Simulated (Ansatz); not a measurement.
Input file for Ansatz (an electronic-structure program): U-CCSD(T)/def2-TZVPP on ClGeH (SMILES [Cl][GeH]), a point of a bond scan (R = 1.445 Å). The run froze 19 orbitals, filled d shells among them.

Ansatz 0.2 input:
```yaml
crystal:
  periodic: [false, false, false]
  atoms:
    - {symbol: Ge, position_ang: [0.52862057, -0.16248943, 0.50490017]}
    - {symbol: H, position_ang: [1.51118041, -0.36124860, -0.53592840]}
    - {symbol: Cl, position_ang: [-1.09036542, 0.32841146, -0.91207233]}
basis:
  gaussian:
    orbitals: def2-TZVPP
correlation: {method: ccsd_t, electrons: outside_noble_gas}
scf: {omitted_lower_state_checks: [cluster_reference]}
magnetization: {spin_polarized: true, initial_magnetization: 0}
```

Program output:

```
WARN ansatz: RAYON_NUM_THREADS=1 ignored (pool sized by the plan → 1); use --threads N
Functional definition: HF
these checks for a lower state are left out or cut short: cluster_reference
integrals: 0.19 GiB planned
647 factors; integrals over basis functions are off by at most 1.3e-3 eV
mean field: 0.33 GiB planned
mean field evaluation 1: about -68992.9613 eV, gradient 9.8e0 eV
mean field evaluation 2: about -68992.9635 eV, gradient 9.8e0 eV
mean field evaluation 4: about -68993.6724 eV, gradient 1.2e0 eV
mean field evaluation 8: about -68993.6857 eV, gradient 3.3e-4 eV
mean field evaluation 16: about -68993.6937 eV, gradient 1.6e-2 eV
mean field evaluation 32: about -68993.6857 eV, gradient 2.4e-6 eV
mean field -68993.69373288 eV, -2535.4714790781 hartree, gradient 1.7e-6 eV, S^2 0.124942; 4 other end points of the search recorded, 0 dependent functions left out
19 core orbitals not correlated
reference -68993.69373288 eV, -2535.4714790781 hartree; 6, 6 occupied and 79, 79 virtual orbitals, 647 factors
second order -7.60295913 eV of doubles, -0.00000000 eV of singles
coupled cluster: 0.47 GiB planned
cycle   1  -8.17818307 eV  change   -5.8e-1 eV  update   7.3e-2
cycle   2  -8.42697641 eV  change   -2.5e-1 eV  update   3.5e-2
cycle   3  -8.49492749 eV  change   -6.8e-2 eV  update   2.6e-2
cycle   4  -8.50774689 eV  change   -1.3e-2 eV  update   1.9e-2
cycle   5  -8.52768959 eV  change   -2.0e-2 eV  update   1.1e-2
cycle   6  -8.53687044 eV  change   -9.2e-3 eV  update   5.2e-3
cycle   7  -8.53833215 eV  change   -1.5e-3 eV  update   1.9e-3
cycle   8  -8.53887890 eV  change   -5.5e-4 eV  update   6.9e-4
cycle   9  -8.53874926 eV  change    1.3e-4 eV  update   3.0e-4
cycle  10  -8.53872529 eV  change    2.4e-5 eV  update   9.8e-5
cycle  11  -8.53877449 eV  change   -4.9e-5 eV  update   4.1e-5
cycle  12  -8.53876934 eV  change    5.1e-6 eV  update   1.6e-5
cycle  13  -8.53876941 eV  change   -6.5e-8 eV  update   6.6e-6
coupled cluster: 0.47 GiB planned
perturbative correction -0.35158254 eV, -0.0129204199 hartree
Total energy: -69002.58408483 eV, -2535.7981934860 hartree
Checks for a lower state left out: cluster_reference
```

The calculation finished and met its thresholds. Its determinant has ⟨S²⟩ = 0.12, a mixture of spin states.

Cost: roughly 12 core-seconds.
